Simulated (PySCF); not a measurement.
# A small calculation by hand: entropy of an ideal gas

O3S, SMILES O=S(=O)=O (connectivity only; charge and spin as stated), charge -1, multiplicity 2.

Geometry optimised at PBE-D3(BJ)/def2-SVPD. The multiplicity is an assumed one; other spin states were not compared.

PBE-D3(BJ)/def2-SVPD (PySCF) gives the harmonic wavenumbers 412, 412, 509, 873, 1025, 1025 cm⁻¹ and the rotational temperatures 0.4351, 0.4351, 0.2298 K. The molar mass is 80.06 g/mol, the symmetry number 3, the spin multiplicity 2.

Task: Work out the entropy at 298.15 K and 1 atm in the rigid-rotor, harmonic-oscillator model.

Result: 
Translation (Sackur–Tetrode at 1 atm): S = R[1.5 ln M + 2.5 ln T − 1.16487] = 163.4 J/(mol K).
Rotation: q = (√π/σ) T^1.5/√(θA θB θC) = 14600, S = R[ln q + 3/2] = 92.2 J/(mol K).
Vibration: with u = 1.4388 ν/T, each mode gives R[u/(e^u − 1) − ln(1 − e^−u)]:
| ν (cm⁻¹) | modes | u | S (J/(mol K)) |
|---|---|---|---|
| 412 | 2 | 1.99 | 7.70 |
| 509 | 1 | 2.46 | 2.66 |
| 873 | 1 | 4.21 | 0.65 |
| 1025 | 2 | 4.95 | 0.71 |
These are all the modes. Sum 11.7 J/(mol K).
Spin: R ln 2 = 5.8 J/(mol K).
Total 273.1 J/(mol K); the program's own thermochemistry gives 273.1. Translation makes up 60 % and vibration 4 %. Anharmonicity, hindered rotation and orbital degeneracy are left out.
